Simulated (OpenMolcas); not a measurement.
## Ionisation energies of selenium

* Program: OpenMolcas
* Basis: ANO-RCC-VTZP [6s5p3d1f]
* Scalar Hamiltonian: DKH2, point nucleus
* Spin-orbit coupling: state interaction with AMFI integrals over the reference wave functions, term energies averaged over their components

Active shells in each charge state: the valence s, p shells, with orbitals averaged over the low states. Where CASPT2's correlated closed shells are named, they are those of the first ion.

A. CASSCF
B. SS-CASPT2, IPEA 0.25 Eh, imaginary shift 0.1 Eh (closed shells correlated: 3s 3p 3d)

Energies in eV between the lowest computed levels (charge -1 gives the electron affinity), named as in B; reference values from the NIST Atomic Spectra Database with their kind.

```csv
From,To,A,B,Spin-orbit share in B,Reference
Se- 4s2 4p5 2P* 3/2,Se 4s2 4p4 3P2,0.923,1.789,-0.034,
Se 4s2 4p4 3P2,Se+ 4s2 4p3 4S* 3/2,8.477,9.388,+0.102,9.752 (measured)
Se+ 4s2 4p3 4S* 3/2,Se2+ 4s2 4p2 3P0,20.319,21.045,-0.316,21.196 (measured)
Se2+ 4s2 4p2 3P0,Se3+ 4s2 4p 2P* 1/2,30.653,31.393,+0.004,31.697 (measured)
Se3+ 4s2 4p 2P* 1/2,Se4+ 4s2 1S0,41.702,42.534,+0.333,42.947 (measured)
Se4+ 4s2 1S0,Se5+ 4s 2S 1/2,66.695,66.977,+0.000,68.300 (semi-empirical)
Se5+ 4s 2S 1/2,Se6+ 3d10 1S0,80.740,80.995,+0.000,81.830 (measured)
```

Error against the reference values, in %:

```tsv
From	Reference	A	B
Se	measured	-13.1	-3.7
Se+	measured	-4.1	-0.7
Se2+	measured	-3.3	-1.0
Se3+	measured	-2.9	-1.0
Se4+	semi-empirical	-2.3	-1.9
Se5+	measured	-1.3	-1.0
```

Mean absolute error over the 5 measured values: A 1.11 eV, B 0.41 eV. B lies closest.

No diffuse functions were added, so the electron affinity comes out too small, and without dynamic correlation a bound anion can come out unbound.

* marks odd parity.
